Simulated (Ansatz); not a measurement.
Correlation energies of `[OH][Al]([F])[CH2][SeH]` by basis set

```xyz
9

O     0.069    1.727   -0.991
Al   -0.498    0.153   -0.743
F    -1.937   -0.336   -1.390
C     0.598   -1.108    0.209
Se   -0.241   -0.464    1.913
H    -0.457    2.421   -1.385
H     0.287   -2.150    0.142
H     1.678   -1.048    0.302
H     0.500    0.805    1.944
```

The species carries charge 0 and has multiplicity 1. Correlated methods include outer-core shells of Se, which these sets cover unevenly. Scalar relativity is left out up to krypton. The geometry is a stationary point of PBE0-D4/def2-TZVP. It is one conformer, not always the lowest. Frozen core, restricted reference, the Gaussian-basis code of Ansatz.

```csv
basis,HF (Eh),MP2 corr.
def2-SVP,-2855.85357,-0.81369
def2-TZVPP,-2856.51038,-1.01880
def2-QZVPP,-2856.57557,-1.38379
```

Task: Estimate the CCSD correlation energy and the (T) correction in each basis where they were run (hartree).

Result: 
```tsv
basis	CCSD corr.	(T)
def2-SVP	-0.84010	-0.01944
def2-TZVPP	-1.03874	-0.03712
```
